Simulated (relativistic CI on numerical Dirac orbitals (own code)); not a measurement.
# Level scheme of Pm XXXII

Computed by Dirac-Coulomb-Breit CI, separate exchange-only KLI orbitals for each configuration, model QED (radiative potential, 1s self-energy scaled to tabulated hydrogen-like ionisation energies), unscaled Slater integrals (own radial code, finite nucleus).

Configurations in the expansion (outside the closed core [Ar] 3d10): 4s², 4s4p, 4p², 4s4d, 4d², 4s4f, 4p4d, 4f², 4p4f, 4d4f, 4s5s, 4s5p, 4s5d, 4s5f, 4s5g, 4s6s. Levels of other configurations are missing.

```csv
No.,Configuration,Term,J,E (eV),%,Next component (%),Landé g
1,4s²,¹S,0,0.000,99,1 4p² ¹S,
2,4s4p,³P°,0,58.963,100,,
3,4s4p,³P°,1,63.466,84,16 ¹P°,1.416
4,4s4p,³P°,2,94.247,100,,1.498
5,4s4p,¹P°,1,108.584,83,16 ³P°,1.078
6,4p²,³P,0,136.697,75,25 ¹S,
7,4p²,³P,1,167.517,100,,1.498
8,4p²,¹D,2,168.331,62,33 ³P,1.164
9,4p²,³P,2,201.047,62,23 ¹D,1.313
10,4s4d,³D,1,208.595,100,,0.496
11,4s4d,³D,2,210.982,94,2 4p² ¹D,1.162
12,4p²,¹S,0,212.532,74,25 ³P,
13,4s4d,³D,3,215.774,100,,1.331
14,4s4d,¹D,2,227.682,80,13 4p² ¹D,1.017
15,4p4d,³F°,2,270.832,78,18 ¹D°,0.745
16,4p4d,³D°,1,283.759,58,21 ¹P°,0.809
17,4p4d,³F°,3,283.880,69,15 ³D°,1.107
18,4p4d,³P°,2,285.237,46,29 ³D°,1.261
19,4p4d,¹D°,2,311.034,42,41 ³D°,1.010
20,4p4d,³F°,4,312.096,96,4 4s4f ³F°,1.248
21,4p4d,³D°,3,313.236,32,30 ¹F°,1.129
22,4p4d,³P°,0,314.269,100,,
23,4p4d,³P°,1,315.077,68,30 ³D°,1.189
24,4p4d,³P°,2,319.439,52,28 ³D°,1.307
25,4p4d,³D°,3,323.510,50,30 ¹F°,1.166
26,4p4d,¹P°,1,331.194,76,12 ³D°,0.995
27,4s4f,³F°,2,336.414,99,1 4p4d ³F°,0.665
28,4s4f,³F°,3,337.189,98,2 4p4d ³F°,1.081
29,4s4f,³F°,4,338.293,96,4 4p4d ³F°,1.248
30,4s4f,¹F°,3,349.246,72,25 4p4d ¹F°,1.004
31,4p4f,³G,3,401.784,72,19 ¹F,0.826
32,4p4f,³G,4,403.880,38,27 ¹G,1.085
33,4p4f,³F,2,404.371,51,21 ¹D,0.831
34,4p4f,³D,3,405.097,45,33 ³F,1.176
35,4d²,³F,2,423.451,79,8 4p4f ³D,0.745
36,4d²,³F,3,426.878,83,6 4p4f ³D,1.076
37,4d²,¹G,4,427.658,58,21 4p4f ³G,1.027
38,4d²,³P,0,428.261,85,14 ¹S,
39,4d²,¹D,2,429.396,52,25 ³P,1.070
40,4d²,³F,4,431.082,67,18 4p4f ³F,1.216
41,4d²,³P,1,432.633,100,,1.499
42,4d²,³P,2,437.382,72,14 ¹D,1.335
43,4p4f,¹F,3,437.565,52,21 ³G,0.984
44,4p4f,³G,5,438.967,100,,1.198
45,4p4f,³F,4,441.192,44,28 4d² ³F,1.190
46,4p4f,³D,3,441.519,42,41 ³F,1.177
47,4p4f,³D,2,441.704,67,25 ³F,1.018
48,4p4f,³D,1,442.231,100,,0.497
49,4d²,¹S,0,448.425,84,14 ³P,
50,4p4f,¹D,2,451.672,60,20 4d² ¹D,0.988
51,4p4f,¹G,4,454.853,53,34 4d² ¹G,1.020
52,4s5s,³S,1,520.121,100,,1.999
53,4s5s,¹S,0,525.237,100,,
54,4d4f,³H°,4,541.177,82,17 ¹G°,0.837
55,4d4f,³F°,2,544.470,78,20 ¹D°,0.744
56,4d4f,¹G°,4,545.025,55,23 ³F°,1.027
57,4d4f,³H°,5,545.136,97,2 ³G°,1.033
58,4d4f,³F°,3,546.826,88,7 ³G°,1.070
59,4d4f,³H°,6,549.853,100,,1.165
60,4d4f,³F°,4,551.020,70,26 ¹G°,1.169
61,4d4f,¹D°,2,551.257,56,24 ³P°,1.082
62,4d4f,³G°,3,552.018,78,13 ¹F°,0.825
63,4s5p,³P°,0,553.632,99,1 4d4f ³P°,
64,4s5p,³P°,1,553.896,41,23 4d4f ³D°,1.158
65,4d4f,³D°,1,554.792,42,30 4s5p ³P°,1.002
66,4d4f,³D°,2,555.673,42,30 ³P°,1.192
67,4d4f,³G°,4,556.190,91,7 ³F°,1.057
68,4d4f,³D°,3,557.365,68,13 ¹F°,1.208
69,4d4f,³G°,5,558.335,96,2 ³H°,1.190
70,4d4f,³P°,1,559.658,70,30 ³D°,1.200
```

Energies count from the lowest computed level; ° marks odd parity.

The mean weight of the leading LS term, summed over parents, in these 70 levels is 74 %, and that of the leading jj configuration (from the same eigenvectors) 83 %.

At this charge energies of transitions that change n are usually good to better than 1 %, and those within a shell (Δn = 0) to a few per cent.

LS names give the leading component of a level, which can be under half, so a name can repeat, a term be missing and a line seem to break the LS rules.
